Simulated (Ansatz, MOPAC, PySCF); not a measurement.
Pair of molecules: HCl (SMILES Cl) (first 2 atoms) with CH3F (SMILES CF); geometry from B3LYP-D3(BJ)/def2-TZVP, rigid monomers moved along the line of their centres of mass till H2···F4 is 3.48 Å.
(charge 0, multiplicity 1):
```xyz
7

Cl     0.1652     0.0521    -0.1361
H      0.2154     0.5086     1.0704
C     -0.6570    -0.5414     5.0664
F     -0.1176     0.6387     4.5343
H      0.0594    -0.9508     5.7771
H     -1.5940    -0.2923     5.5623
H     -0.8288    -1.2394     4.2479
```

Interaction energies are E(AB) − E(A) − E(B) at the monomers' geometry in the complex; basis-set methods are counterpoise corrected. Rows marked so take none.

Correlated levels freeze the cores. CBS(a, b) extrapolates the correlation energy as X⁻³ and adds the Hartree–Fock energy of set b. Rows in 3-21G, 6-31G*, STO-3G carry no dispersion term and start afresh at each structure (6-31G* with six Cartesian d functions). MP2/6-31G* freezes PySCF's default core. The state that PM3, PM7 reach isn't checked; PM7 holds dispersion and hydrogen-bond terms.

Run with Ansatz (a first-principles code); MOPAC for PM3, PM7 (differences of heats of formation); PySCF for 3-21G rows, 6-31G* rows, STO-3G rows, the dispersion terms. Each number belongs to the level named beside it.

Other levels give for the interaction energy: PBE/def2-TZVPPD -3.7; B3LYP/def2-TZVPPD -3.2; B3LYP-D3(BJ)/def2-TZVPPD -4.1; wB97M-V/def2-TZVPPD -4.2; CCSD(T)/CBS(aug-cc-pV(D+d)Z, aug-cc-pV(T+d)Z) -4.3 kJ/mol.

Q: What do these common cheap choices give for the same quantity: PM3, PM7, HF/STO-3G (no counterpoise), HF/3-21G (no counterpoise), B3LYP/6-31G*, B3LYP/6-31G* (no counterpoise), M06-2X/6-31G* (no counterpoise), MP2/6-31G*?

A: PM3 -1.8; PM7 -4.3; HF/STO-3G (no counterpoise) -2.1; HF/3-21G (no counterpoise) -4.8; B3LYP/6-31G* -3.3; B3LYP/6-31G* (no counterpoise) -4.0; M06-2X/6-31G* (no counterpoise) -4.8; MP2/6-31G* -4.0 kJ/mol. They span -4.8 to -1.8 kJ/mol.
